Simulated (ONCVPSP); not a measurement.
**Cutoff test, Si (Z = 14), ONCV**

```
Element                 : Si
Generator               : ONCVPSP 4.0.1
Type                    : optimised norm-conserving Vanderbilt (ONCV)
Functional              : LDA (Perdew-Zunger)
Relativity              : scalar-relativistic
Frozen core             : [Ne]
Valence charge          : 4
Reference configuration : 3s2 3p2
Partial waves           : 3s: rc 1.55 bohr, ncon 3, nbas 6, qcut 4.5 1/bohr, 2 projectors, debl 1.4 Ha; 3p: rc 2.35 bohr, ncon 5, nbas 10, qcut 3.6 1/bohr, 1 projector; d scattering state at 0.33 Ha: rc 2.30 bohr, ncon 4, nbas 8, qcut 4.3 1/bohr, 3 projectors, debl 2.7 Ha
Local potential         : polynomial inside 1.35 bohr (lpopt 5, dvloc0 0 Ha)
Core correction         : Teter function, fcfact 4.5, rcfact 1.45
```

Q: For each optimised wave give the share of its norm inside rc, the residual kinetic energy above qcut (Ha) and the cutoffs (Ha) for errors of 10, 1, 0.1 and 0.01 mHa per electron.

A:

| wave | norm inside rc | residual KE | 10 mHa | 1 mHa | 0.1 mHa | 0.01 mHa |
| --- | --- | --- | --- | --- | --- | --- |
| 3s | 0.245 | 1.2e-04 | 5.3 | 8.0 | 10.7 | 27.1 |
| s projector 2 | 0.176 | 9.9e-04 | 6.6 | 10.1 | 53.8 | 100.4 |
| 3p | 0.418 | 3.9e-05 | 2.1 | 3.2 | 4.3 | 28.5 |
| d projector 1 | 0.171 | 2.3e-04 | 4.8 | 7.6 | 13.9 | 41.1 |
| d projector 2 | 0.184 | 4.4e-02 | 12.4 | 49.7 | 58.1 | 72.8 |
| d projector 3 | 0.148 | 4.8e-01 | 15.7 | 27.5 | 51.5 | 73.5 |

The occupied waves need 8.0 Ha and 11 Ha for 1 and 0.1 mHa. The cutoffs count occupied waves only; projector 2 of the d channel, the hardest unoccupied one, needs 50 Ha at the loose tolerance. Note: no bound ghost flagged; GHOST(+) flagged for s at 99.4 eV.
